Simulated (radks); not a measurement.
Neutral fluorine inside a hard spherical wall (all orbitals vanish at R), configuration held at [He] 2s2 2p5 and not refilled when levels cross. Method: non-relativistic Kohn-Sham, PBE, spin-polarised, spherical densities, point nucleus; open shells are filled with parallel spins first; computed with a radial shooting solver on a logarithmic mesh with Libxc functionals. Eigenvalues in eV for spin up, with the zero of energy where the potential of the charges vanishes at infinity; a dash marks a level that is unbound or too diffuse for the functional's potential to be trusted. A positive occupied level is held by the wall or, in an anion where self-interaction has pushed it up, behind a barrier. The pressure on the wall is -dE/dV.

| R (bohr) | E (hartree) | kinetic (hartree) | e(1s) | e(2s) | e(2p) | e(3s, empty) | e(3p, empty) | pressure (GPa) |
|---|---|---|---|---|---|---|---|---|
| free | -99.66566 | 99.412 | -662.89 | -30.591 | -11.864 | - | - | 0 |
| 20 | -99.66566 | 99.412 | -662.89 | -30.591 | -11.864 | - | - | < 0.0001 |
| 15 | -99.66566 | 99.412 | -662.89 | -30.591 | -11.864 | - | - | < 0.0001 |
| 8 | -99.66564 | 99.412 | -662.88 | -30.589 | -11.861 | 0.787 | 2.967 | 0.00103 |
| 7 | -99.66556 | 99.413 | -662.87 | -30.580 | -11.853 | 1.416 | 4.030 | 0.00830 |
| 5 | -99.66198 | 99.441 | -662.59 | -30.373 | -11.638 | 5.256 | 9.462 | 0.635 |
| 4 | -99.64173 | 99.568 | -661.56 | -29.682 | -10.886 | 11.626 | 17.211 | 6.70 |
| 3.5 | -99.60229 | 99.784 | -660.10 | -28.735 | -9.824 | 18.333 | 24.684 | 24.1 |
| 3 | -99.49022 | 100.328 | -656.93 | -26.728 | -7.532 | 30.563 | 37.418 | 95.5 |
| 2.5 | -99.14827 | 101.773 | -649.86 | -22.190 | -2.353 | 54.858 | 61.044 | 434 |
| 1.5 | -93.68050 | 117.812 | -595.60 | 22.593 | 43.775 | 249.37 | 229.07 | 17000 |
